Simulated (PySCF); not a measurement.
PySCF job for CH₃Si, SMILES C[Si] (connectivity only; charge and spin as stated), charge +1, multiplicity 1, ADC(2)/aug-cc-pVDZ. Geometry optimised at PBE0-D3(BJ)/def2-TZVP. The multiplicity is an assumed one; other spin states were not compared. The isomer is the one that the SMILES or the coordinates give; other isomers of the formula were not compared.

```python
import numpy as np
from pyscf import gto, scf, dft, adc

mol = gto.M(
    atom='''
    C    -0.00000000    0.00000000   -1.04664484
    Si    0.00000000   -0.00000000    0.75746601
    H     0.89121607    0.51454384   -1.44155169
    H    -0.89121607    0.51454384   -1.44155169
    H     0.00000001   -1.02908768   -1.44155169
    ''',
    basis='aug-cc-pVDZ',
    charge=1,
    spin=0,
    max_memory=1600,
    verbose=4,
)
mf = scf.RHF(mol)
mf.conv_tol = 1e-10
mf.max_cycle = 100
mf.kernel()
res = {}
for kind, nroots in (('ee', 6), ('ip', 6), ('ea', 2)):
    a = adc.ADC(mf).density_fit('aug-cc-pvdz-ri')
    a.method, a.method_type = 'adc(2)', kind
    e, v, p, x = a.kernel(nroots=nroots)
    res[kind] = (e * 27.211386245988, p)
for kind, (e, p) in res.items():
    print(kind, 'energies / eV', np.round(e, 3), 'strengths', np.round(p, 4))
```

Log of the run:

```
PySCF version 2.14.0

[INPUT] verbose = 4
[INPUT] num. atoms = 5
[INPUT] num. electrons = 22
[INPUT] charge = 1
[INPUT] spin (= nelec alpha-beta = 2S) = 0
[INPUT] symmetry False subgroup None
[INPUT] Mole.unit = angstrom
[INPUT] Symbol           X                Y                Z      unit          X                Y                Z       unit  Magmom
[INPUT]  1 C      0.000000000000   0.000000000000  -1.046644840000 AA    0.000000000000   0.000000000000  -1.977872097289 Bohr   0.0
[INPUT]  2 Si     0.000000000000   0.000000000000   0.757466010000 AA    0.000000000000   0.000000000000   1.431403307567 Bohr   0.0
[INPUT]  3 H      0.891216070000   0.514543840000  -1.441551690000 AA    1.684154290111   0.972346936682  -2.724137888504 Bohr   0.0
[INPUT]  4 H     -0.891216070000   0.514543840000  -1.441551690000 AA   -1.684154290111   0.972346936682  -2.724137888504 Bohr   0.0
[INPUT]  5 H      0.000000010000  -1.029087680000  -1.441551690000 AA    0.000000018897  -1.944693873364  -2.724137888504 Bohr   0.0

nuclear repulsion = 43.3250278166959
number of shells = 31
number of NR pGTOs = 118
number of NR cGTOs = 77
basis = aug-cc-pVDZ
ecp = {}


******** <class 'pyscf.scf.hf.RHF'> ********
method = RHF
initial guess = minao
damping factor = 0
level_shift factor = 0
DIIS = <class 'pyscf.scf.diis.CDIIS'>
diis_start_cycle = 1
diis_space = 8
diis_damp = 0
SCF conv_tol = 1e-10
SCF conv_tol_grad = None
SCF max_cycles = 100
direct_scf = True
direct_scf_tol = 1e-13
Set gradient conv threshold to 1e-05
Initial guess from minao.
init E= -328.454666917046
  HOMO = -0.239522366629217  LUMO = -0.0457690364724607  gap/eV = 5.27230
cycle= 1 E= -328.194655521581  delta_E= 0.26  |g|= 0.272  |ddm|= 2.21
  HOMO = -0.656456195701673  LUMO = -0.258477528782561  gap/eV = 10.82955
cycle= 2 E= -328.231040411577  delta_E= -0.0364  |g|= 0.067  |ddm|= 0.65
  HOMO = -0.620437301640254  LUMO = -0.214604189816587  gap/eV = 11.04328
cycle= 3 E= -328.233330723847  delta_E= -0.00229  |g|= 0.0193  |ddm|= 0.211
  HOMO = -0.623167196857221  LUMO = -0.215085400021487  gap/eV = 11.10447
cycle= 4 E= -328.233556249203  delta_E= -0.000226  |g|= 0.00473  |ddm|= 0.0641
  HOMO = -0.623167428698681  LUMO = -0.215435409960926  gap/eV = 11.09495
cycle= 5 E= -328.233574993682  delta_E= -1.87e-05  |g|= 0.00161  |ddm|= 0.0176
  HOMO = -0.623342007652463  LUMO = -0.215513382908797  gap/eV = 11.09758
cycle= 6 E= -328.233576457559  delta_E= -1.46e-06  |g|= 0.000464  |ddm|= 0.00294
  HOMO = -0.623289362647646  LUMO = -0.215516249422117  gap/eV = 11.09607
cycle= 7 E= -328.233576651551  delta_E= -1.94e-07  |g|= 7.96e-05  |ddm|= 0.00148
  HOMO = -0.623271405821184  LUMO = -0.21551176383091  gap/eV = 11.09571
cycle= 8 E= -328.233576656457  delta_E= -4.91e-09  |g|= 1.22e-05  |ddm|= 0.000242
  HOMO = -0.623269612835621  LUMO = -0.215511907394163  gap/eV = 11.09565
cycle= 9 E= -328.233576656573  delta_E= -1.16e-10  |g|= 1.62e-06  |ddm|= 4.12e-05
  HOMO = -0.623269519614805  LUMO = -0.215511811215834  gap/eV = 11.09565
cycle= 10 E= -328.233576656573  delta_E= -5.68e-14  |g|= 1.83e-07  |ddm|= 5.59e-06
  HOMO = -0.623269503441677  LUMO = -0.215511793671114  gap/eV = 11.09565
Extra cycle  E= -328.233576656573  delta_E= -6.25e-13  |g|= 5.53e-08  |ddm|= 6.45e-07
converged SCF energy = -328.233576656573

******** <class 'pyscf.adc.radc.RADC'> ********
******** ADC Orbital Information ********
Number of Frozen Occupied Orbitals: 0
Number of Frozen Virtual Orbitals: 0
Number of Active Occupied Orbitals: 11
Number of Active Virtual Orbitals: 66
*****************************************
******** <class 'pyscf.df.df.DF'> ********
auxbasis = aug-cc-pvdz-ri
Reference correlation energy (doubles): -0.22141718
MP2 correlation energy of reference state (a.u.) = -0.22141718

******** <class 'pyscf.adc.radc_ee.RADCEE'> ********
max_space = 12
max_cycle = 50
conv_tol = 1e-08

*************************************************************
        ADC calculation summary (singlet states only)
*************************************************************
adc(2) root 0  |  Energy (Eh) =   0.1383653150  |  Energy (eV) =   3.76511200  |  Osc. strength = 0.02825127  |  conv = True
adc(2) root 1  |  Energy (Eh) =   0.1383653157  |  Energy (eV) =   3.76511202  |  Osc. strength = 0.02825127  |  conv = True
adc(2) root 2  |  Energy (Eh) =   0.2922876748  |  Energy (eV) =   7.95355275  |  Osc. strength = 0.00320903  |  conv = True
adc(2) root 3  |  Energy (Eh) =   0.2922878615  |  Energy (eV) =   7.95355783  |  Osc. strength = 0.00320942  |  conv = True
adc(2) root 4  |  Energy (Eh) =   0.2930650174  |  Energy (eV) =   7.97470532  |  Osc. strength = 0.00000000  |  conv = True
adc(2) root 5  |  Energy (Eh) =   0.3049377987  |  Energy (eV) =   8.29778015  |  Osc. strength = 0.10717386  |  conv = True

******** <class 'pyscf.adc.radc.RADC'> ********
******** ADC Orbital Information ********
Number of Frozen Occupied Orbitals: 0
Number of Frozen Virtual Orbitals: 0
Number of Active Occupied Orbitals: 11
Number of Active Virtual Orbitals: 66
*****************************************
******** <class 'pyscf.df.df.DF'> ********
auxbasis = aug-cc-pvdz-ri
Reference correlation energy (doubles): -0.22141718
MP2 correlation energy of reference state (a.u.) = -0.22141718

******** <class 'pyscf.adc.radc_ip.RADCIP'> ********
max_space = 12
max_cycle = 50
conv_tol = 1e-08

*************************************************************
        ADC calculation summary (doublet states only)
*************************************************************
adc(2) root 0  |  Energy (Eh) =   0.6133475722  |  Energy (eV) =  16.69003755  |  Spec. factor = 1.85871949  |  conv = True
adc(2) root 1  |  Energy (Eh) =   0.7440735892  |  Energy (eV) =  20.24727366  |  Spec. factor = 1.80542561  |  conv = True
adc(2) root 2  |  Energy (Eh) =   0.7440735909  |  Energy (eV) =  20.24727371  |  Spec. factor = 1.80542561  |  conv = True
adc(2) root 3  |  Energy (Eh) =   0.8167351735  |  Energy (eV) =  22.22449608  |  Spec. factor = 1.81171099  |  conv = True
adc(2) root 4  |  Energy (Eh) =   1.0310291218  |  Energy (eV) =  28.05573143  |  Spec. factor = 0.00435594  |  conv = True
adc(2) root 5  |  Energy (Eh) =   1.0310291219  |  Energy (eV) =  28.05573143  |  Spec. factor = 0.00435594  |  conv = True

******** <class 'pyscf.adc.radc.RADC'> ********
******** ADC Orbital Information ********
Number of Frozen Occupied Orbitals: 0
Number of Frozen Virtual Orbitals: 0
Number of Active Occupied Orbitals: 11
Number of Active Virtual Orbitals: 66
*****************************************
******** <class 'pyscf.df.df.DF'> ********
auxbasis = aug-cc-pvdz-ri
Reference correlation energy (doubles): -0.22141718
MP2 correlation energy of reference state (a.u.) = -0.22141718

******** <class 'pyscf.adc.radc_ea.RADCEA'> ********
max_space = 12
max_cycle = 50
conv_tol = 1e-08

*************************************************************
        ADC calculation summary (doublet states only)
*************************************************************
adc(2) root 0  |  Energy (Eh) =  -0.2518723721  |  Energy (eV) =  -6.85379635  |  Spec. factor = 1.89658476  |  conv = True
adc(2) root 1  |  Energy (Eh) =  -0.2518723720  |  Energy (eV) =  -6.85379634  |  Spec. factor = 1.89658476  |  conv = True
ee energies / eV [3.765 3.765 7.954 7.954 7.975 8.298] strengths [0.0283 0.0283 0.0032 0.0032 0.     0.1072]
ip energies / eV [16.69  20.247 20.247 22.224 28.056 28.056] strengths [1.8587 1.8054 1.8054 1.8117 0.0044 0.0044]
ea energies / eV [-6.854 -6.854] strengths [1.8966 1.8966]
```

The calculation finished and met its thresholds.

Cost: very roughly 30 core-seconds.
